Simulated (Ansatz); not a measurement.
`C[CH]([SiH3])[AlH][F]` + `BC=C` → `B[C](=C)[AlH][F]` + `CC[SiH3]` at 400 K and 1 bar (formal exchange of groups at the Al–C bond).

Gas-phase electronic energies from Ansatz, PBE0-D4/def2-TZVP geometries. CCSD(T)/CBS is the MP2 limit (def2-TZVPP, def2-QZVPP) plus CCSD(T) − MP2 in def2-TZVPP, frozen cores. One conformer a species, not always the lowest.

| species | CCSD(T)/CBS energy (Eh) | H − E (kJ/mol) | S (J/(mol·K)) |
| --- | --- | --- | --- |
| `C[CH]([SiH3])[AlH][F]` | -711.88151 | 273.1 | 426.9 |
| `BC=C` | -103.86193 | 185.4 | 285.8 |
| `B[C](=C)[AlH][F]` | -445.74843 | 196.5 | 394.4 |
| `CC[SiH3]` | -369.99568 | 262.4 | 326.3 |

H − E and S are ideal-gas, rigid-rotor, harmonic terms from PBE0-D4/def2-TZVP, for one conformer and one mirror image of each species. 1 Eh = 2625.50 kJ/mol, R = 8.31446 J/(mol·K).

Task: By hand: ΔE, ΔH, ΔS and ΔG.

Result: ΔE = (-445.74843) + (-369.99568) − (-711.88151) − (-103.86193) = -0.00067 Eh = -1.8 kJ/mol. Δ(H − E) = 196.5 + 262.4 − 273.1 − 185.4 = 0.4, so ΔH = -1.4 kJ/mol. ΔS = 394.4 + 326.3 − 426.9 − 285.8 = 8.0 J/(mol·K). ΔG = -1.4 − 400 × (8.0)/1000 = -4.6 kJ/mol.

Task: By hand: the equilibrium constant, and the temperature at which ΔG would vanish if ΔH and ΔS stayed fixed.

Result: log₁₀ K = −ΔG/(RT ln 10) = 0.6. ΔH and −TΔS have one sign here, so there is no such temperature. One of them is within its doubt of zero, so this could turn.

TΔS isn't small against ΔH here. The sign of ΔG lies within the doubt. A doubt of 5 kJ/mol in ΔE shifts log₁₀ K by 0.7 here. Other conformers and mirror images would add mixing entropy, several J/(mol·K) or more a flexible species. Modes under 60 cm⁻¹, often nearly free rotors, make the harmonic entropy too high. These are equilibria of isolated gas molecules and say nothing of rates. Largest T1 diagnostic: 0.012 (customary marks: 0.02 for closed shells, 0.045 for open ones).
